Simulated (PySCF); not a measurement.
Geometry:
| atom | x (Å) | y (Å) | z (Å) |
| --- | --- | --- | --- |
| C1 | -3.329 | -1.197 | -1.001 |
| C2 | -3.072 | 0.279 | -0.748 |
| C3 | -2.095 | 0.539 | 0.402 |
| C4 | -0.719 | -0.045 | 0.196 |
| C5 | -0.187 | -0.921 | 1.075 |
| Si6 | 1.511 | -1.696 | 1.007 |
| C7 | 2.492 | -0.992 | -0.423 |
| C8 | 1.992 | -0.128 | -1.325 |
| Si9 | 0.232 | 0.510 | -1.338 |
| H10 | -3.733 | -1.690 | -0.103 |
| H11 | -4.050 | -1.346 | -1.819 |
| H12 | -2.401 | -1.725 | -1.272 |
| H13 | -2.695 | 0.754 | -1.671 |
| H14 | -4.021 | 0.793 | -0.519 |
| H15 | -1.997 | 1.631 | 0.540 |
| H16 | -2.517 | 0.141 | 1.342 |
| H17 | -0.813 | -1.197 | 1.940 |
| H18 | 1.400 | -3.184 | 0.870 |
| H19 | 2.237 | -1.447 | 2.293 |
| H20 | 3.541 | -1.306 | -0.527 |
| H21 | 2.653 | 0.227 | -2.130 |
| H22 | 0.225 | 2.006 | -1.413 |
| H23 | -0.449 | 0.023 | -2.581 |

Geometry: PBE0-D3(BJ)/def2-SVP; GIAO shifts from PySCF 2.14, gas phase, non-relativistic, averaged over equivalent atoms.

At PBE0/pcSseg-1 (237 basis functions, 96 s wall time on 1 thread of an Arm Neoverse N1, shared host):
```tsv
atoms	δ (ppm)
C4	168.9
C7	154.9
C8	154.2
C5	145.4
C3	50.8
C2	23.0
C1	13.8
Si6	-68.3
Si9	-72.4
H20	7.27
H21	7.27
H17	6.76
H18/H19	4.62
H22/H23	4.51
H15/H16	2.36
H13/H14	1.46
H10/H11/H12	0.82
```

Chemical shifts δ = σref − σ; TMS for ¹³C (σ = 184.41 ppm), ²⁹Si (σ = 351.99 ppm), ¹H (σ = 31.27 ppm), all at this level.

Estimate the result of repeating the calculation with PBE/pcSseg-1.

Results:


```tsv
atoms	δ at PBE/pcSseg-1	change
C4	167.2	-1.7
C7	152.7	-2.2
C8	152.2	-2.0
C5	143.1	-2.3
C3	53.9	+3.1
C2	24.9	+1.9
C1	14.3	+0.5
Si6	-72.7	-4.4
Si9	-77.2	-4.8
H20	7.29	+0.02
H21	7.30	+0.03
H17	6.78	+0.02
H18/H19	4.76	+0.14
H22/H23	4.65	+0.14
H15/H16	2.45	+0.09
H13/H14	1.57	+0.11
H10/H11/H12	0.83	+0.01
```

Referencing at the same level of theory: ¹³C (180.03 ppm) and ²⁹Si (334.61 ppm) and ¹H (31.20 ppm) against TMS.

The largest change is at Si9 (silicon bonded to 2 C, 2 H, in a 6-membered ring). Cost: 237 basis functions, 2 min wall time on 1 thread of an Arm Neoverse N1, shared host. The order of the carbon signals is the same at both levels.
